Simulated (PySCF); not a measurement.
C2H3BrF2. Atoms are numbered in the order given.

```xyz
8

F     -1.7913    -0.4839     0.7237
C     -1.3770     0.4709    -0.1274
F     -2.1503     1.5644     0.0628
C      0.0528     0.8598     0.1628
Br     1.2700    -0.5903    -0.1967
H     -1.5203     0.1098    -1.1608
H      0.1463     1.1348     1.2216
H      0.3427     1.7083    -0.4685
```
Charge 0, spin multiplicity 1.

Coordinates come from a PBE0-D3(BJ)/def2-SVP optimisation. Other conformers were not sampled.

Method: PySCF with TDA-PBE/def2-SVPD.

Vertical excitations. Gas-phase values at a fixed geometry.

Task: Estimate the UV-visible absorptions. (The exact figures need the calculation; the answer reports its results.)

Result: 
```
state  energy (eV)  λ (nm)      f          main pairs
-----  -----------  ------  -----  ------------------
S1            5.89     210  0.001      HOMO→LUMO 98 %
S2            5.96     208  0.002    HOMO−1→LUMO 98 %
S3            7.12     174  0.033    HOMO→LUMO+1 99 %
S4            7.16     173  0.008    HOMO−2→LUMO 95 %
S5            7.22     172  0.051  HOMO−1→LUMO+1 97 %
S6            7.53     165  0.002    HOMO→LUMO+2 99 %
S7            7.65     162  0.014  HOMO−1→LUMO+2 97 %
S8            8.08     153  0.033    HOMO→LUMO+3 92 %
S9            8.12     153  0.005  HOMO−1→LUMO+3 95 %
S10           8.25     150  0.029    HOMO→LUMO+4 92 %
T1            5.21     238      0     HOMO→LUMO 100 %
T2            5.30     234      0   HOMO−1→LUMO 100 %
T3            6.87     180      0    HOMO−2→LUMO 99 %
T4            6.95     178      0    HOMO→LUMO+1 99 %
```
Triplets are in the Tamm–Dancoff approximation.
